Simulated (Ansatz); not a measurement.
A nudged elastic band was laid between two geometries of FH + GaH3 (6 atoms, charge 0, multiplicity 1).

Theory: RKS PBE/def2-SVP in Ansatz.

```yaml
movable_images: 7
climbing_image: yes
spring: 5.0 eV/Å²
optimiser: quadratic models (default)
start_path: through a guess of the saddle point
force_threshold: 0.05 eV/Å
iteration_limit: 60
end_points: relaxed
```

First end point:

```xyz
6
Properties=species:S:1:pos:R:3
Ga 0.005 0.063 0.010
H 0.011 0.246 1.625
H 1.394 0.166 -0.720
H -1.398 0.098 -0.701
F 0.065 -2.050 0.900
H 0.052 -1.434 1.639
```

Last end point:

```xyz
6
Properties=species:S:1:pos:R:3
Ga 0.016 -0.491 -0.367
H 0.016 0.175 2.111
H 1.436 0.141 -0.591
H -1.437 0.069 -0.572
F 0.062 -2.210 0.103
H 0.035 -0.596 2.068
```

Q: Which bonds break or form, and what moves?

A: Bonds broken: Ga1–H2, F5–H6. Bonds formed: H2–H6. FH + GaH3 becomes FGaH2 + H2.

Q: What energy profile does the band end with?

A: It converged. The highest image is number 3 of 0 to 8, 16.6 kJ/mol above the first end and 71.4 kJ/mol above the last; the last end lies 54.8 kJ/mol below the first. A vibrational analysis at the climbing image gives one clearly imaginary mode, 757i cm⁻¹: a first-order saddle point. The orbitals stay closed-shell, which can raise the energy where a bond breaks towards radicals; this wasn't checked here.

```
image  path coordinate (Å)  energy (kJ/mol)  Ga1–H2 (Å)  F5–H6 (Å)  H2–H6 (Å)
    0                 0.00              0.0        1.63       0.96       1.68
    1                 0.19              1.9        1.65       0.99       1.45
    2                 0.39              9.3        1.70       1.05       1.24
    3                 0.58             16.6        1.78       1.19       1.05
    4                 0.83             -0.3        1.91       1.44       0.88
    5                 1.08            -29.0        2.07       1.70       0.80
    6                 1.33            -46.4        2.26       1.97       0.78
    7                 1.57            -53.3        2.43       2.25       0.77
    8                 1.82            -54.8        2.57       2.54       0.77
```

Q: What is the geometry of the highest image?

A: 
```xyz
6
Properties=species:S:1:pos:R:3
Ga 0.010 -0.150 -0.074
H 0.017 -0.002 1.704
H 1.438 0.159 -0.634
H -1.437 0.096 -0.616
F 0.059 -1.975 0.815
H 0.042 -1.041 1.557
```

Q: What are the harmonic wavenumbers there?

A: 757i, 436, 490, 579, 698, 810, 1055, 1144, 1723, 1770, 1961, 1985 cm⁻¹.

The run took 91 s on 1 thread of Arm Neoverse V1, with other jobs on the host, peak memory 0.12 GiB.
